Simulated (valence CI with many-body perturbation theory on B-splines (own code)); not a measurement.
## From CI to CI+MBPT in Au XL

Computed by relativistic CI+MBPT: four valence electrons over a frozen Dirac-Fock core [Kr], a basis of 9 s, 9 p, 10 d, 8 f, 5 g, 3 h, 1 i functions for each j, with the one-electron correlation potential Σ1 (screened to all orders), the two-electron term Σ2, the three-electron term Σ3, Breit, model QED; selected single and double excitations, second order for the rest (own B-spline code, finite nucleus).

The last digits are not significant, and no measured levels were compared; by estimate large intervals hold to a few tenths of a per cent, small ones and those within an open d or f shell to about a per cent. Only levels of the ground parity were solved; by the run's estimate the other parity begins above the list, which can be wrong where configurations are misplaced.

Each rung adds one term. CI alone is the Dirac-Coulomb CI over the frozen core; QED comes last and gives the full result, which names the levels. Energies are above (4d3/2^4) J=0 on the same rung, in cm⁻¹.

Levels are named by their leading jj configuration (3d3/2^4 stands for four electrons in 3d with j = 3/2), which in mixed levels can hold well under half, so a name can repeat and another be missing. Letters in brackets count levels of one name in rising energy.

| Level | CI alone | Σ1 | Σ2 | Σ3 | Breit | QED | Full |
| --- | --- | --- | --- | --- | --- | --- | --- |
| (4d3/2^3 4d5/2) J=1 | 178054 | +883 | +415 | +730 | -4113 | +543 | 176512 |
| (4d3/2^3 4d5/2) J=4 | 227178 | +925 | -2551 | -281 | -5425 | +543 | 220389 |
| (4d3/2^3 4d5/2) J=2 | 230617 | +957 | -1502 | +153 | -4877 | +574 | 225922 |
| (4d3/2^3 4d5/2) J=3 | 243969 | +951 | -2614 | -314 | -4926 | +563 | 237629 |
| (4d3/2^2 4d5/2^2) J=0 [a] | 387681 | +1767 | +1368 | +27 | -7915 | +1077 | 384005 |
| (4d3/2^2 4d5/2^2) J=2 [a] | 392019 | +1731 | -266 | +542 | -8057 | +1053 | 387023 |
| (4d3/2^2 4d5/2^2) J=4 [a] | 402908 | +1806 | -1259 | +440 | -9292 | +1087 | 395691 |
| (4d3/2^2 4d5/2^2) J=3 [a] | 407187 | +1791 | -1515 | +123 | -8729 | +1083 | 399939 |
| (4d3/2^2 4d5/2^2) J=5 | 426997 | +1819 | -3509 | -108 | -9892 | +1079 | 416386 |
| (4d3/2^2 4d5/2^2) J=6 | 441453 | +1840 | -4696 | -79 | -10789 | +1082 | 428810 |
| (4d3/2^2 4d5/2^2) J=1 | 435971 | +1815 | -1257 | -89 | -8500 | +1092 | 429031 |
| (4d3/2^2 4d5/2^2) J=3 [b] | 452030 | +1789 | -3344 | -559 | -9007 | +1072 | 441981 |
| (4d3/2^2 4d5/2^2) J=4 [b] | 456247 | +1829 | -3463 | -1176 | -9717 | +1088 | 444808 |
| (4d3/2^2 4d5/2^2) J=2 [b] | 458190 | +1815 | -2685 | -421 | -9023 | +1088 | 448965 |
| (4d3/2^2 4d5/2^2) J=2 [c] | 498094 | +1805 | -221 | -913 | -8444 | +1089 | 491410 |
| (4d3/2^2 4d5/2^2) J=4 [c] | 518251 | +1851 | -4316 | -1018 | -9207 | +1102 | 506662 |
| (4d3/2^2 4d5/2^2) J=2 [d] | 557451 | +1868 | -3473 | -1812 | -8613 | +1117 | 546537 |
| (4d3/2^2 4d5/2^2) J=0 [b] | 604107 | +1967 | -688 | -1774 | -8576 | +1184 | 596220 |
| (4d3/2 4d5/2^3) J=4 [a] | 614443 | +2643 | -214 | -257 | -12897 | +1605 | 605323 |

The middle columns are the shifts that each term adds.

**Question.** How does the ionisation energy move along the ladder, and which term matters most?

**Answer.** CI alone 1842.4, + Σ1 1845.3, + Σ2 1847.7, + Σ3 1847.7, + Breit 1846.4, + QED 1846.5 eV. The largest step is Σ1, 2.8 eV. NIST lists 1845 ± 4 eV (theoretical).
